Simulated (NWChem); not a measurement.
## Total energies of SeSn

```xyz
2

Sn     0.0000     0.0000     0.9594
Se     0.0000     0.0000    -1.4109
```
Charge 0, spin multiplicity 1.

All runs are NWChem calculations. All single points use one geometry, from PBE/def2-SVP with def2 effective core potentials on Sn, a minimum by its harmonic frequencies.

Basis set: def2-TZVP (98 functions).

| method | total energy (Ha) | relative cost |
|---|---|---|
| RHF | -2613.25159 | 1 |
| MP2 | -2613.81659 | under 3 |
| B2PLYP | -2615.33068 | 4 |
| PBE | -2615.55551 | under 3 |
| B3LYP | -2616.02254 | under 3 |
| BLYP | -2615.91143 | under 3 |
| CCSD(T) | -2613.83139 | 80 |

Total energies of different functionals aren't comparable as a measure of quality: only differences taken within one method are. Costs are rough ratios of processor time within this set of runs, SCF included, with RHF as 1.

Effective core potentials replace the inner electrons of Sn; spin-orbit coupling is left out. The correlated methods keep 13 core orbitals frozen. B3LYP has NWChem's definition, with VWN1-RPA local correlation. The structure started from a generated list of species. Coupled-cluster values serve here as a point of comparison, not as the truth.
